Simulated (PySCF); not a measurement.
A structure optimised at r2SCAN-D4/def2-SVP, used in a PySCF frequency run:

```xyz
4

Sb    -0.4532    -0.6216     0.0000
Cl    -1.2979     0.6877     1.7929
Cl    -1.2979     0.6877    -1.7929
Br     1.9212     0.2376     0.0000
```

Task: Write its SMILES, formula and point group.

Result: [Cl][Sb]([Cl])[Br], BrCl2Sb, Cs

Task: What are its rotational constants (standard atomic weights)?

Result: 1.6167, 0.96430, 0.75733 GHz
